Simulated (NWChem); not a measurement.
System: SiNH₃F₂; SMILES N[SiH](F)F

```xyz
7

Si     0.0146    -0.0114     0.3352
N      0.2430     1.5661    -0.2352
F     -1.4037    -0.5636    -0.1996
F      1.0815    -1.0840    -0.2370
H      0.0828    -0.0428     1.8084
H      0.1194     1.8278    -1.2060
H      0.7934     2.2402     0.2815
```
Atoms are numbered in this order, from 1.

All runs: NWChem. The geometry was optimised at PBE0/def2-SVP.

Order these by “orbital gap (eV)”, lowest first: PBE/def2-SVP; B3LYP/def2-SVP; MPW1K/def2-SVP.

PBE/def2-SVP (7.00), B3LYP/def2-SVP (8.83), MPW1K/def2-SVP (11.37)
